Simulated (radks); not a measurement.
Values are calculated unless marked as measured or tabulated.
Task: Radial electron density D(r) = 4 pi r^2 rho(r) of an atom or ion with 46 electrons. Level of theory: non-relativistic Kohn-Sham, SCAN, spin-unpolarised, spherical densities, point nucleus; meta-GGA in the generalised Kohn-Sham scheme (a radial shooting solver on a logarithmic mesh with Libxc functionals).

r (bohr)  D(r) (e/bohr)
0.004409          11.10
0.005257          14.61
0.006268          18.93
0.007415          23.85
0.008842          29.76
0.01054           36.24
0.01257           42.88
0.01499           49.04
0.01788           53.96
0.02132           56.86
0.02522           57.31
0.03007           55.50
0.03586           52.37
0.04276           49.87
0.05099           50.15
0.0608            54.52
0.0725            62.17
0.08576           69.55
0.1023            72.99
0.1219            69.29
0.1454            60.10
0.1734            51.48
0.2068            49.31
0.2465            53.81
0.2916            58.22
0.3478            55.07
0.4147            42.50
0.4945            27.13
0.5897            17.30
0.7031            15.30
0.8384            16.94
0.9918            17.07
1.183             14.16
1.41              9.726
1.682             5.778
2.005             3.095
2.391             1.507
2.851            0.6618
3.373            0.2642
4.022           0.08226
4.796           0.01903
5.719          0.007599
6.819           0.01615
8.132           0.02672
9.697           0.02624
11.47           0.01119
16.31           0.01390
19.45           0.05045
23.19           0.07312
27.65           0.05157
32.98           0.01334
39.01          0.001557

What is the nuclear charge?

Result: Z = 46. The innermost maximum, from 1s, lies near 1/Z = 0.0217 bohr (found: 0.0240), and its height grows with Z. The density is that of neutral palladium in [Kr] 4d9 7p1; the configuration itself is not fixed sharply by these data, and Z only to a few units. D(r) has 6 maxima, at r = 0.0240, 0.102, 0.301, 0.923, 8.88, 23.4 bohr, and minima at 0.0463, 0.199, 0.681, 5.58 bohr, inside which lie 2.04, 11.26, 28.99, 45.02 electrons.
